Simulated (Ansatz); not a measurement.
Stepwise reaction of `CC[Si]CC` with hydrogen chloride, as a gas-phase model of exchange steps in deposition or etching. ΔE in kJ/mol; ΔG adds harmonic PBE0-D4 terms to CCSD(T)/CBS, at 1 bar.

Program: Ansatz. Geometries: PBE0-D4/def2-TZVP. ΔE: electronic, gas phase. CCSD(T)/CBS is the MP2 limit (def2-TZVPP, def2-QZVPP) plus CCSD(T) − MP2 in def2-TZVPP, frozen cores. This one scheme is used for every species. Functionals use def2-TZVPP. B3LYP here is the variant with VWN-RPA as its local correlation; programs differ in this. One conformer a species, not always the lowest.

```tsv
step	reaction	PBE-D4	B3LYP-D4	ωB97M-V	CCSD(T)/CBS	ΔG(600 K)
2	`CC[Si]Cl` + HCl → `Cl[Si]Cl` + `CC`	-147.9	-150.7	-148.8	-143.8	-124.7
```

Problem. Give the row of step 1, `CC[Si]CC` + HCl → `CC[Si]Cl` + `CC`. (Best estimate.)

Solution. Computed: 
```tsv
step	reaction	PBE-D4	B3LYP-D4	ωB97M-V	CCSD(T)/CBS	ΔG(600 K)
1	`CC[Si]CC` + HCl → `CC[Si]Cl` + `CC`	-157.5	-161.1	-159.4	-153.9	-150.9
```

Problem. By hand: ΔE of the 2 steps together at CCSD(T)/CBS.

Solution. (-153.9) + (-143.8) = -297.7 kJ/mol, or -148.9 kJ/mol a step.

In ΔE each step is higher than the one before. All are downhill at CCSD(T)/CBS. ΔG lies between -150.9 and -124.7 kJ/mol a step. PBE-D4 differs from CCSD(T)/CBS by -4.1 to -3.6 kJ/mol a step. Isolated molecules leave out the surface, adducts and barriers. Largest T1 diagnostic: 0.013.
